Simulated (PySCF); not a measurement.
CH3S, SMILES [CH2]S, multiplicity 2. Atoms are numbered in the order given.

```xyz
5

C     -0.0223    -1.1271     0.0000
S      0.0890     0.5765     0.0000
H      0.9066    -1.6763     0.0000
H     -0.9717    -1.6375     0.0000
H     -1.2244     0.8516     0.0000
```
Charge 0, spin multiplicity 2.

Geometry: PBE0-D3(BJ)/def2-TZVP. The isomer is the one that the SMILES or the coordinates give; other isomers of the formula were not compared.

The numbers are results of B3LYP/pcH-1 (PySCF), not measurements.

Unrestricted Kohn–Sham, ⟨S²⟩ = 0.754. Hyperfine tensors hold the contact and dipolar terms, without spin-orbit corrections.

Computed hyperfine couplings:
```
nucleus    A(iso) (MHz)  A(iso) (G)  dipolar principal values (MHz)
---------  ------------  ----------  ------------------------------
13C no. 1          83.8        29.9             -73.4, -72.9, 146.3
33S no. 2           6.8         2.4              -25.9, -20.9, 46.8
1H no. 3          -57.8       -20.6               -34.3, -1.0, 35.3
1H no. 4          -58.9       -21.0               -34.5, -0.7, 35.2
1H no. 5           -8.5        -3.0                 -4.7, -2.1, 6.8
```

### Question
And the g tensor (effective nuclear charges for spin-orbit coupling, GIAO)? (Estimate from the structure and the level; the computed values follow.)

### Answer
principal values 2.0020, 2.0040, 2.0089; isotropic 2.0050.
